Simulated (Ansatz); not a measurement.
Mulliken charges of C2HF2I (`F/C=C(/F)I`) from B3LYP/def2-TZVPP in Ansatz (PBE0-D4/def2-TZVP geometry).

```csv
atom,x (Å),y (Å),z (Å),charge (e)
F1,-1.530,0.851,0.092,-0.185
C2,-0.472,0.195,0.550,0.071
C3,0.478,-0.249,-0.257,0.084
F4,1.520,-0.901,0.249,-0.173
I5,0.493,-0.013,-2.304,0.074
H6,-0.447,0.053,1.624,0.129
```

Q: By hand: the dipole of these point charges (1 e Å = 4.8032 D).

A: Σ q r = (0.006, -0.003, -0.004) e Å, of length 0.008 e Å = 0.04 D.

Q: How does the dipole of the full density compare? (Best estimate.)

A: Ansatz gave: (-0.013, -0.004, 0.095) e Å, 0.46 D; the point charges give 0.09 times that, at 127° from its direction, so they point the opposite way.

Point charges leave out the atoms' own dipoles, such as those of lone pairs, and Mulliken's split depends on the basis, so the two needn't agree.

B3LYP here is the variant with VWN-RPA as its local correlation; programs differ in this.
